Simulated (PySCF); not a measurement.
# Ionisation energy of Mg(8+) by level of theory

Mg(8+) [He] 2s2 → Mg(9+) [He] 2s1 [2s1/2^1, M_J = 1/2], as a difference of total energies. Computed with PySCF 2.14 in an even-tempered Gaussian basis (18 s from 0.97 bohr⁻², ratio 2.4; 10 p from 1.3 bohr⁻², ratio 2.4; 5 d from 4.5 bohr⁻², ratio 2.6; 5 f from 6.7 bohr⁻², ratio 2.6), with the two-component X2C-1e Hamiltonian. Correlated levels: nothing frozen; the 30 highest virtual spinors dropped. "Screened" scales the spin-orbit matrix elements by Boettger's factors to mimic the two-electron term; Breit and QED terms are absent.

```csv
method,ionisation energy (eV)
GHF (screened spin-orbit),323.96
GMP2 (screened spin-orbit),326.41
```

Q: How much does correlation contribute at GMP2 (screened spin-orbit)?

A: 326.41 − (323.96) = 2.45 eV, measured against GHF (screened spin-orbit).

For comparison: 327.99 eV (semi-empirical (NIST evaluation); NIST Atomic Spectra Database, ionization energies).
